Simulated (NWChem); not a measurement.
System: CuH2OCl; SMILES [OH2]->[Cu][Cl]

Here is an NWChem input.

```
start job
memory heap 200 mb stack 900 mb global 1100 mb
geometry units angstroms noautoz
  Cu    -0.014531     0.190716     0.000000
  Cl    -0.028641    -1.893768     0.000000
  O      0.034117     2.144472     0.000000
  H      0.440869     2.557818     0.771584
  H      0.440869     2.557818    -0.771584
end
basis spherical
  * library def2-svpd
end
dft
  xc xcamb88 1.00 lyp 0.81 vwn_5 0.19 hfexch 1.00
  cam 0.33 cam_alpha 0.19 cam_beta 0.46
  iterations 150
end
tddft
  cis
  nroots 6
  notriplet
end
task tddft energy
```

All runs use the structure optimised with PBE0/def2-SVP.

Vertical excitations in the gas phase.

Question: Give the results of this calculation. (CAM-B3LYP/def2-SVPD, TDA.) Quantities: lowest excitation, singlet (eV); oscillator strength of that lowest state; orbital gap (eV).

Answer: 
```
Property                                  Value
----------------------------------------  -----
lowest excitation, singlet (eV)            4.19
oscillator strength of that lowest state  0.004
orbital gap (eV)                           7.25
```
